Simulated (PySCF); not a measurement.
# Energy of Cr²⁺ (chromium, charge +2) between two integer charges

The 3d alpha orbital of [Ar] 3d4 is emptied in steps (occupation f), with all orbitals relaxed, ending at [Ar] 3d3. All numbers are calculated (PySCF 2.14, scalar relativity by spin-free X2C-1e, in x2c-TZVPall (6s5p4d1f, 48 functions)). The exact energy is a straight line in f; departures are measured from the line between the end points of the same method.

**Question.** Among UHF, LDA, PBE, which shows the largest delocalisation error (convex curve), and which is closest to linear?

**Answer.** Most convex: LDA (-2.046 eV at f = 0.5); closest to linear: UHF (0.471 eV).

```
  f  UHF (eV)  LDA (eV)  PBE (eV)
  1     0.000     0.000     0.000
0.9     0.181    -0.721    -0.702
0.7     0.408    -1.701    -1.654
0.5     0.471    -2.046    -1.987
0.3     0.384    -1.735    -1.682
0.1     0.160    -0.750    -0.726
  0     0.000     0.000     0.000
```

```csv
method,E(f=0) − E(f=1) (eV),−ε at f=1 (eV),−ε at f=0.5 (eV)
UHF,29.701,31.747,29.628
LDA,31.885,23.916,31.785
PBE,31.472,23.707,31.389
```

Reference removal energy between the ground levels: 30.959 ± 0.025 eV (measured; NIST Atomic Spectra Database, ionization energies). The calculation has no spin-orbit coupling. The determinant left behind need not be the lowest term of the ion. UHF lacks correlation.
